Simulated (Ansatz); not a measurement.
`CC(C)[SiH2]Cl` → HCl + `CC(C)[SiH]` at 298.15 K and 1 bar (silylene formation by 1,1-elimination).

Isolated molecules relaxed with PBE0-D4/def2-TZVP in Ansatz; ΔE leaves out vibrations. CBS: MP2 limit from def2 TZ/QZ plus the TZ coupled-cluster correction, frozen cores. This one scheme is used for every species. One conformer a species, not always the lowest.

| species | CCSD(T)/CBS energy (Eh) | H − E (kJ/mol) | S (J/(mol·K)) |
| --- | --- | --- | --- |
| `CC(C)[SiH2]Cl` | -868.49382 | 317.6 | 357.4 |
| HCl | -460.38127 | 26.6 | 186.8 |
| `CC(C)[SiH]` | -407.98328 | 280.1 | 308.1 |

H − E and S are ideal-gas, rigid-rotor, harmonic terms from PBE0-D4/def2-TZVP, for one conformer and one mirror image of each species. 1 Eh = 2625.50 kJ/mol, R = 8.31446 J/(mol·K).

Problem. By hand: ΔE, ΔH, ΔS and ΔG.

Solution. ΔE = (-460.38127) + (-407.98328) − (-868.49382) = 0.12927 Eh = 339.4 kJ/mol. Δ(H − E) = 26.6 + 280.1 − 317.6 = -10.9, so ΔH = 328.5 kJ/mol. ΔS = 186.8 + 308.1 − 357.4 = 137.5 J/(mol·K). ΔG = 328.5 − 298.15 × (137.5)/1000 = 287.5 kJ/mol.

Problem. By hand: the equilibrium constant, and the temperature at which ΔG would vanish if ΔH and ΔS stayed fixed.

Solution. log₁₀ K = −ΔG/(RT ln 10) = -50.4. ΔG = 0 at ΔH/ΔS = 2389 K.

The number of gas molecules changes by +1, which sets the sign of ΔS. A doubt of 5 kJ/mol in ΔE shifts log₁₀ K by 0.9 here. Other conformers and mirror images would add mixing entropy, several J/(mol·K) or more a flexible species. These are equilibria of isolated gas molecules and say nothing of rates. Largest T1 diagnostic: 0.012 (customary marks: 0.02 for closed shells, 0.045 for open ones).
